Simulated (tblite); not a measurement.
Compound: C5H11NSSi2.
SMILES with atom numbers: `[CH3:1][c:2]1[cH:3][cH:4][s:5][c:6]1[N:7]([SiH3:8])[SiH3:9]` (hydrogens: H10, H11, H12 on C1; H13 on C3; H14 on C4; H15, H16, H17 on Si8; H18, H19, H20 on Si9)

Computed with GFN2-xTB (tblite), gas phase: L-BFGS steps from a force-field or distance-geometry start until the largest atomic force falls under 0.01 eV/Å.

At the end of the run (lengths in Å): N7–Si8 1.746, C4–S5 1.725, C2–C6 1.364, C3–C4 1.352, Si9–H18 1.459, Si9–H20 1.463, N7–Si9 1.747, Si8–N7–Si9 123.5°, C6–N7–Si8 116.4°, C6–N7–Si9 119.0°, C4–S5–C6 91.1°, S5–C6–N7–Si8 -51°, H10–C1–C2–C3 44°, H15–Si8–N7–C6 80°.

Problem. These geometries were met on the way; a selection of coordinates is given. Order them by energy above the end point, lowest first.
A. N7–Si8 1.713, C4–S5 1.693, C2–C6 1.393, C3–C4 1.380, Si9–H18 1.486, Si9–H20 1.489, N7–Si9 1.722, Si8–N7–Si9 106.1°, C6–N7–Si8 127.2°, C6–N7–Si9 126.1°, C4–S5–C6 93.2°, S5–C6–N7–Si8 -47°, H10–C1–C2–C3 23°, H15–Si8–N7–C6 98°
B. N7–Si8 1.751, C4–S5 1.728, C2–C6 1.369, C3–C4 1.352, Si9–H18 1.459, Si9–H20 1.465, N7–Si9 1.750, Si8–N7–Si9 113.2°, C6–N7–Si8 122.7°, C6–N7–Si9 122.8°, C4–S5–C6 92.2°, S5–C6–N7–Si8 -46°, H10–C1–C2–C3 22°, H15–Si8–N7–C6 101°
C. N7–Si8 1.746, C4–S5 1.731, C2–C6 1.365, C3–C4 1.354, Si9–H18 1.458, Si9–H20 1.466, N7–Si9 1.746, Si8–N7–Si9 119.4°, C6–N7–Si8 119.4°, C6–N7–Si9 119.4°, C4–S5–C6 91.3°, S5–C6–N7–Si8 -44°, H10–C1–C2–C3 23°, H15–Si8–N7–C6 95°
D. N7–Si8 1.757, C4–S5 1.732, C2–C6 1.371, C3–C4 1.355, Si9–H18 1.444, Si9–H20 1.475, N7–Si9 1.753, Si8–N7–Si9 107.6°, C6–N7–Si8 126.4°, C6–N7–Si9 125.4°, C4–S5–C6 91.4°, S5–C6–N7–Si8 -48°, H10–C1–C2–C3 23°, H15–Si8–N7–C6 100°
E. N7–Si8 1.747, C4–S5 1.718, C2–C6 1.366, C3–C4 1.351, Si9–H18 1.454, Si9–H20 1.459, N7–Si9 1.748, Si8–N7–Si9 116.3°, C6–N7–Si8 120.9°, C6–N7–Si9 120.8°, C4–S5–C6 90.5°, S5–C6–N7–Si8 -44°, H10–C1–C2–C3 23°, H15–Si8–N7–C6 97°

Solution. C (0.040 eV), E (0.070 eV), B (0.120 eV), D (0.202 eV), A (0.355 eV).

| step | E above end (eV) | rms distance from the end, all atoms (Å) | largest force (eV/Å) | rms shift of all bonds from the end (Å) |
| --- | --- | --- | --- | --- |
| 18 | 0.040 | 0.244 | 0.131 | 0.003 |
| 13 | 0.070 | 0.264 | 0.283 | 0.004 |
| 7 | 0.120 | 0.294 | 0.194 | 0.003 |
| 2 | 0.202 | 0.310 | 0.386 | 0.009 |
| 0 | 0.355 | 0.313 | 1.897 | 0.020 |

Rows stand in the order of the answer.
